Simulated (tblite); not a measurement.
C₇H₁₃N.
Geometry (GFN2-xTB, Å), atoms numbered from 1 in this order:
```xyz
21
C7H13N angstrom
C      2.0539    2.5690   -0.2593
C      1.3825    1.5852   -0.3838
C      0.6374    0.3296   -0.4098
C     -0.8255    0.5808   -0.0148
C     -1.6716   -0.6810   -0.1608
C     -3.1109   -0.4514    0.2822
N      1.2217   -0.6745    0.4722
C      2.5294   -1.1356    0.0556
H      2.6173    3.4514   -0.1860
H      0.6692   -0.0796   -1.4291
H     -1.2286    1.3776   -0.6445
H     -0.8561    0.9255    1.0219
H     -1.2199   -1.4746    0.4361
H     -1.6605   -1.0012   -1.2051
H     -3.5774    0.3271   -0.3185
H     -3.6935   -1.3634    0.1734
H     -3.1459   -0.1444    1.3254
H      1.2726   -0.2991    1.4156
H      2.4349   -1.6185   -0.9181
H      2.8850   -1.8725    0.7740
H      3.2771   -0.3333   -0.0271
```

Calculated harmonic vibrations of the isolated species, GFN2-xTB (tblite), most abundant isotopes, no scaling. The method is semi-empirical: single wavenumbers can be off by several per cent or more. One conformer, not necessarily the lowest.

Harmonic wavenumbers (cm⁻¹): 75.0, 84.4, 86.3, 107.7, 155.8, 229.7, 236.8, 245.6, 286.6, 331.1, 416.7, 512.1, 536.9, 659.5, 672.0, 775.8, 803.1, 879.0, 940.9, 949.4, 997.6, 1053.0, 1085.4, 1101.0, 1122.4, 1128.6, 1152.6, 1190.2, 1228.4, 1247.9, 1271.6, 1284.1, 1309.8, 1362.4, 1401.1, 1415.8, 1419.3, 1485.4, 1488.9, 1496.0, 1500.5, 1505.2, 1507.6, 2275.0, 2870.4, 2887.5, 2962.6, 2975.9, 2978.3, 2997.1, 2999.6, 3019.2, 3027.2, 3031.8, 3037.1, 3353.0, 3387.1.

A = 3035, B = 1147, C = 879.2 MHz; mass 111.105 u (most abundant isotopes); point group C1, symmetry number 1.

Q: Zero-point energy?

A: Half the sum of the wavenumbers: 40270 cm⁻¹ = 115.14 kcal/mol.

Q: What is S at 350 K and 1 bar for an ideal gas of classical rigid rotors and harmonic oscillators?

A: Translation 40.85, rotation 29.52, vibration 35.44: S = 105.8 cal/(mol K).

Q: And Cp and H(350 K) − H(0)?

A: Cp = 43.94 cal/(mol K), of which vibrations give 35.99 (their classical limit is 57 R = 113.3); H(350 K) − H(0) = 9.28 kcal/mol without the zero-point energy, 6.50 from vibrations.

Q: Which modes carry the vibrational entropy at 350 K?

A: 75.0 cm⁻¹: 4.33; 84.4 cm⁻¹: 4.10; 86.3 cm⁻¹: 4.06; 107.7 cm⁻¹: 3.62; 155.8 cm⁻¹: 2.91; 229.7 cm⁻¹: 2.17 cal/(mol K); the other 51 give 14.24 together.

Q: Blend soft modes into free rotors: weight 1/[1 + (100 cm⁻¹/ν̃)⁴] for the oscillator and the rest for a rotor with moment μB/(μ + B), μ = h/(8π²ν), B = 10⁻⁴⁴ kg m². What vibrational entropy results?

A: 33.14 cal/(mol K) in place of 35.44, which changes −T·S at 350 K by +0.80 kcal/mol.

Q: How do the functions run with temperature in this model?

A: 
| T (K) | S (cal/(mol K)) | Cp (cal/(mol K)) | H − H(0) (kcal/mol) | G − H(0) (kcal/mol) | ln q(vib) |
| --- | --- | --- | --- | --- | --- |
| 150 | 78.1 | 24.8 | 2.46 | -9.25 | 3.00 |
| 250 | 92.8 | 33.9 | 5.39 | -17.82 | 5.79 |
| 298.15 | 99.2 | 38.7 | 7.14 | -22.44 | 7.10 |
| 400 | 112.0 | 49.0 | 11.60 | -33.20 | 9.82 |
| 600 | 135.3 | 66.0 | 23.19 | -57.97 | 15.05 |
| 900 | 165.6 | 83.3 | 45.79 | -103.22 | 22.52 |

q(vib) and H(0) count from the zero-point level.

Q: What must be added to the electronic energy to get the Gibbs energy at 350 K and 1 bar?

A: ZPE + [H(350 K) − H(0)] − T·S = 115.14 + 9.28 − 37.03 = 87.39 kcal/mol.

Hindered rotation and anharmonicity are outside this model. Other conformers, if any are populated, would add a mixing term that is left out. The structure is chiral; the term R ln 2 for an equal mix with its mirror image is left out.

Hardware: Arm Neoverse V2, one thread, no GPU, on a shared host. Cost: 0.58 s. This covers the Hessian and the dipole derivatives.
